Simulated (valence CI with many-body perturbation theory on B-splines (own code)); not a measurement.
## Sr⁷⁺: electric-dipole lines

Method: configuration interaction combined with many-body perturbation theory (CI+MBPT): three valence electrons over a frozen Dirac-Fock core [Ar] 3d10, a basis of 11 s, 11 p, 10 d, 8 f, 5 g, 2 h functions for each j, with the one-electron correlation potential Σ1, the two-electron term Σ2, the three-electron term Σ3, Breit, model QED; selected CI, second order for the rest, scaled by the run's own slope (own B-spline code, finite nucleus).

Against 9 measured levels this calculation errs by 132 cm⁻¹ on average and by 214 at most. These come from a selection out of Sansonetti, J. Phys. Chem. Ref. Data 41, 013102 (2012). Levels without a partner in it may be off by more.

Lines 351 to 400 of 563 in falling wavelength, among levels below 773450 cm⁻¹, chosen from the strongest by gf and those to the six lowest levels. Wavelengths and rates use the calculated energies, so an error of 100 cm⁻¹ moves a line at 389.4 Å by 0.039 % and its rate by three times that or more. Electric multipoles are in the length gauge, E1 and E2 with the static RPA response of the core. Weak lines are less certain than strong ones. Lines between different terms over intervals too small for the method are left out, as are lines whose strength nearly cancels. Where a level lies close to another of its J and parity, the split of strength between their lines is uncertain. The highest levels of a list are the least certain.

Names give the largest LS component (configuration and term), which can be under half, so a name can repeat, a term be missing and a line seem to break the LS rules; names also repeat where a configuration has a term twice. Letters in brackets count levels of one name in rising energy.

```
λ vac (Å)                 Upper                 Lower   A (s⁻¹)  log gf  Branch %
    389.4      4s 4p 4d 4D°_5/2         4s 4p2 2D_3/2  3.08e+08   -1.38       0.7
    386.8   4s 4p 4f 2D_5/2 [a]  4s 4p 4d 2D°_5/2 [a]  1.90e+10    0.41      35.9
    386.1   4s 4p 4f 2F_5/2 [c]  4s 4p 4d 2F°_5/2 [a]  1.34e+10    0.25      40.0
    386.0   4s 4p 4f 2F_7/2 [c]  4s 4p 4d 2F°_5/2 [a]  1.13e+10    0.30      30.7
    385.9  4s 4p 4d 2D°_5/2 [a]         4s 4p2 2D_5/2  2.00e+10    0.43      73.6
    385.9      4s 4p 4d 4F°_3/2         4s 4p2 4P_3/2  1.18e+08   -1.98      24.3
    385.3      4s 4p 4d 4F°_7/2         4s 4p2 4P_5/2  7.14e+08   -0.90      96.2
    384.7         4s 4d2 2D_3/2  4s 4p 4d 2P°_1/2 [a]  7.34e+09   -0.19      11.2
    384.6         4s 4d2 2F_5/2  4s 4p 4d 2D°_5/2 [b]  5.60e+09   -0.13       5.8
    384.2         4s 4d2 2S_1/2  4s 4p 4d 2P°_1/2 [b]  1.14e+10   -0.30      18.3
    384.1  4s 4p 4d 2D°_3/2 [a]         4s 4p2 2D_3/2  2.26e+10    0.30      78.8
    383.4   4s 4p 4f 2D_3/2 [a]  4s 4p 4d 2D°_3/2 [a]  2.08e+10    0.26      41.2
    383.4         4s 4d2 2F_5/2  4s 4p 4d 2P°_3/2 [b]  2.56e+10    0.53      26.3
    383.0         4s 4d2 2F_7/2  4s 4p 4d 2D°_5/2 [b]  7.98e+10    1.15      84.4
    382.9  4s 4p 4d 2D°_5/2 [a]         4s 4p2 2D_3/2  4.51e+09   -0.23      16.6
    382.8         4s 4d2 2D_5/2        4s2 5p 2P°_3/2  2.35e+09   -0.51       3.6
    381.9  4s 4p 4d 2P°_1/2 [a]         4s 4p2 2P_1/2  2.26e+10   -0.01      64.2
    381.8      4s 4p 4d 4F°_5/2         4s 4p2 4P_3/2  3.45e+08   -1.35      51.3
    381.3   4s 4p 4f 2G_7/2 [b]  4s 4p 4d 2F°_5/2 [a]  1.34e+10    0.37      30.5
    381.1         4s 4d2 2F_5/2  4s 4p 4d 2D°_3/2 [b]  4.60e+10    0.78      47.3
    380.5         4p2 5s 2D_3/2  4s 4p 4d 2P°_3/2 [b]  3.35e+09   -0.54       8.3
    380.1         4s 4d2 2P_3/2  4s 4p 4d 2D°_5/2 [b]  1.73e+10    0.18      22.8
    378.9         4s 4d2 2P_3/2  4s 4p 4d 2P°_3/2 [b]  3.38e+10    0.46      44.5
    378.6         4s 4d2 2P_1/2  4s 4p 4d 2D°_3/2 [b]  2.38e+10    0.01      36.4
    377.6      4s 4p 4d 4F°_3/2         4s 4p2 4P_1/2  9.04e+07   -2.11      18.6
    377.5   4s 4p 4f 2G_9/2 [a]      4s 4p 4d 4F°_7/2  1.66e+09   -0.45      32.8
    377.1         4s 4d2 2P_1/2  4s 4p 4d 2P°_1/2 [b]  2.04e+10   -0.06      31.2
    376.2         4p2 5s 2P_1/2  4s 4p 4d 2D°_3/2 [b]  1.09e+10   -0.34      14.7
    375.3         4s 4d2 2P_3/2  4s 4p 4d 2P°_1/2 [b]  6.45e+09   -0.26       8.5
    374.6     4p2 4d 2D_3/2 [b]           4p3 2P°_1/2  8.19e+09   -0.16      52.7
    374.5  4s 4p 4d 2P°_3/2 [a]         4s 4p2 2S_1/2  2.53e+10    0.33      74.5
    370.5         4s 4d2 2D_5/2  4s 4p 4d 2P°_3/2 [a]  4.70e+09   -0.24       7.3
    370.3         4p2 4d 2S_1/2           4p3 2P°_3/2  2.49e+10    0.01      68.0
    370.3     4p2 4d 2P_1/2 [b]           4p3 2P°_1/2  3.08e+10    0.10      81.3
    370.1     4p2 4d 2P_1/2 [a]       4p3 4S°_3/2 [a]  7.66e+09   -0.50      41.0
    369.3  4s 4p 4d 2F°_5/2 [a]         4s 4p2 2D_5/2  4.71e+09   -0.24      29.6
    368.9  4s 4p 4d 2P°_1/2 [b]         4s 4p2 2P_3/2  9.17e+09   -0.43      18.4
    367.6         4s 4d2 4F_3/2      4s 4p 4d 4P°_3/2  7.82e+09   -0.20      10.5
    367.0         4s 4d2 4F_5/2      4s 4p 4d 4D°_5/2  1.00e+10    0.08      13.6
    366.8         4s 4d2 4F_3/2      4s 4p 4d 4P°_1/2  6.86e+09   -0.26       9.2
    366.8         4s 4d2 4F_5/2      4s 4p 4d 4P°_3/2  2.20e+10    0.43      29.9
    366.4  4s 4p 4d 2F°_5/2 [a]         4s 4p2 2D_3/2  1.02e+10    0.09      64.1
    365.9     4p2 4d 2P_3/2 [b]           4p3 2P°_3/2  3.05e+10    0.39      80.0
    365.8         4s 4d2 4F_7/2      4s 4p 4d 4D°_5/2  4.05e+10    0.81      55.8
    365.7         4s 4d2 4F_7/2      4s 4p 4d 4D°_7/2  6.58e+09    0.02       9.1
    365.6   4s 4p 4f 2D_5/2 [a]      4s 4p 4d 4P°_5/2  2.63e+09   -0.50       5.0
    365.5  4s 4p 4d 2P°_3/2 [b]         4s 4p2 2P_3/2  2.98e+10    0.38      54.0
    365.3     4p2 4d 2D_5/2 [b]           4p3 2P°_3/2  1.42e+10    0.23      71.4
    364.7         4s 4d2 2S_1/2  4s 4p 4d 2P°_1/2 [a]  1.06e+10   -0.38      17.0
    364.4  4s 4p 4d 2D°_5/2 [b]         4s 4p2 2P_3/2  5.52e+10    0.82      82.0
```
